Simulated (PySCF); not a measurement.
Xe: excitation energy

Xe [Xe] (1S) → Xe [Kr] 4d10 5s1 5p6 5d1 (3D), as a difference of total energies. Calculation: PySCF 2.14, in aug-cc-pwCVTZ-DK3 with one added diffuse shell each of s, p, d, f type (11s10p8d5f1g, 125 functions); the spin-free X2C one-electron Hamiltonian (Gaussian nucleus). Correlated levels: valence: [Kr] 4d10 frozen; valence and next inner shell: [Ar] 3d10 frozen. The calculations carry no spin-orbit coupling.

| method | excitation energy (eV) |
| --- | --- |
| UHF | 24.667 |
| LDA | 22.224 |
| PBE | 21.940 |
| PBE0 | 22.821 |
| r2SCAN | 22.652 |
| MP2 (valence) | 23.236 |
| SCS-MP2 (valence) | 23.011 |
| MP2 (valence and next inner shell) | 22.797 |
| SCS-MP2 (valence and next inner shell) | 22.618 |

Problem. How much does correlation contribute at MP2 (valence and next inner shell)?

Solution. 22.797 − (24.667) = -1.870 eV, measured against UHF.

A first-order spin-orbit estimate (lowest level to lowest level, LS coupling) adds -0.018 eV.

The upper state lies above the first ionisation limit, where it may autoionise and the basis confines it.

The promoted electron is Rydberg-like, and one or two diffuse shells describe it only roughly, which tends to raise the upper state.
